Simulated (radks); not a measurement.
Results of a calculation; reference values are marked as such.
Task: These are the eigenvalues of the occupied orbitals of an atom or ion with whole-number occupations (hartree). Level of theory: Dirac Kohn-Sham, PBE, spin-unpolarised, spherical densities, finite nucleus; Fermi nuclear charge, rms radius of each element as measured or else 0.836 A^(1/3) + 0.57 fm (a radial shooting solver on a logarithmic mesh with Libxc functionals).

| orbital | eigenvalue |
|---|---|
| 1s1/2 | -1775.835 |
| 2s1/2 | -291.7703 |
| 2p1/2 | -276.8389 |
| 2p3/2 | -253.0242 |
| 3s1/2 | -64.47316 |
| 3p1/2 | -58.02051 |
| 3p3/2 | -53.16595 |
| 3d3/2 | -41.99480 |
| 3d5/2 | -40.93848 |
| 4s1/2 | -13.08342 |
| 4p1/2 | -10.59065 |
| 4p3/2 | -9.52053 |
| 4d3/2 | -5.41676 |
| 4d5/2 | -5.22489 |
| 5s1/2 | -2.00575 |
| 5p1/2 | -1.33767 |
| 5p3/2 | -1.19716 |
| 4f5/2 | -0.47079 |
| 4f7/2 | -0.44813 |
| 5f5/2 | -0.09138 |

Which element is it, and in what charge state? The configuration may be excited. Open shells, if any, fill j = l - 1/2 first.

Result: Z = 63, europium, charge +1: Eu+ in [Xe] 4f7 5f1. The list shows which subshells hold electrons but not how many an open one holds; the 1s level, -1775.8 hartree, gives Z - s = 59.6 by -(Z - s)^2/2, which with screening and relativity narrows Z to a few neighbours, and the depths of the outer levels then fix element, charge and occupations together.
